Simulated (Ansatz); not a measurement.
Program: Ansatz. Geometries: PBE0-D4/def2-TZVP. ΔE: electronic, gas phase. CBS: MP2 limit from def2 TZ/QZ plus the TZ coupled-cluster correction, frozen cores. This one scheme is used for every species. Each species was taken in one conformer, which may not be the lowest.

Reaction (formal hydrolysis of the Si–Cl bond): `F[Si]1(Cl)CO1` + H₂O → `O[Si]1(F)CO1` + HCl

`F[Si]1(Cl)CO1`:

Cartesian coordinates in Å:
```
F -1.305 -1.469 -0.853
Si -0.594 -0.108 -0.497
Cl -1.792 1.377 -1.130
C 0.671 0.037 0.748
O 1.005 0.006 -0.739
H 1.074 -0.828 1.268
H 0.941 0.985 1.204
```

H₂O:

Z-matrix (Å, degrees):
```
O
H 1 0.960
H 1 0.960 2 105.1
```

`O[Si]1(F)CO1`:

```xyz
8

O    -1.070   -1.597   -0.175
Si   -0.665   -0.040   -0.029
F    -2.013    0.696    0.316
C     0.922    0.678    0.353
O     0.368    0.654   -1.073
H    -0.413   -2.189   -0.547
H     1.841    0.102    0.433
H     1.029    1.696    0.721
```

HCl:

Z-matrix (Å, degrees):
```
Cl
H 1 1.279
```

| level | ΔE (kJ/mol) |
| --- | --- |
| CCSD(T)/def2-SVP | -16.3 |
| CCSD(T)/def2-TZVPP | -18.6 |

Q: What does CCSD(T)/CBS give? (Estimate.)

A: Computed: -13.7 kJ/mol. The listed levels differ from it by -2.6, -4.9 kJ/mol.

Largest T1 diagnostic among the species: 0.013.

In def2-TZVPP, CCSD(T) changes the Hartree–Fock value by +8.1 kJ/mol (the triples alone add +2.2 kJ/mol) and MP2 by +12.0 kJ/mol. From BLYP to BHLYP (50 % exact exchange), in def2-TZVPP and without D4, ΔE moves by −6.0 kJ/mol.
